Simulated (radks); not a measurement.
Neutral rhodium inside a hard spherical wall (all orbitals vanish at R), configuration held at [Kr] 4d8 5s1 and not refilled when levels cross. All-electron calculation, scalar-relativistic Kohn-Sham, r2SCAN, spin-polarised, spherical densities, finite nucleus; open shells are filled with parallel spins first (spin-orbit coupling, left out, can overturn this in heavy ions); meta-GGA in the generalised Kohn-Sham scheme; Fermi nuclear charge, rms radius 4.4945 fm. Program: a radial shooting solver on a logarithmic mesh with Libxc functionals. Eigenvalues in eV for spin up, with the zero of energy where the potential of the charges vanishes at infinity; a dash marks a level that is unbound or too diffuse for the functional's potential to be trusted. A positive occupied level is held by the wall or, in an anion where self-interaction has pushed it up, behind a barrier. The pressure on the wall is -dE/dV.

R (bohr)  E (hartree)  kinetic (hartree)    e(4s)    e(4p)   e(4d)   e(5s)  e(5p, empty)  e(6s, empty)  pressure (GPa)
free      -4784.73656           4955.389  -85.429  -52.614  -6.811  -5.007        -0.807             -               0
20        -4784.73656           4955.389  -85.429  -52.614  -6.811  -5.007        -0.806             -        < 0.0001
15        -4784.73656           4955.389  -85.429  -52.614  -6.811  -5.007        -0.802         1.288        < 0.0001
7         -4784.72906           4955.444  -85.096  -52.282  -6.508  -4.683         0.168         8.778           0.430
3.5       -4784.03569           4958.458  -76.743  -44.250   1.143   8.730        19.468        73.186             206
3         -4783.16092           4961.894  -70.949  -38.722   7.104  21.468        35.460        115.81             700
2.5       -4780.79071           4970.964  -60.251  -28.192  19.373  50.312        69.517        197.45            2910
2         -4773.10974           4998.819  -37.127   -3.903  48.725  124.26        151.31        374.19           16000
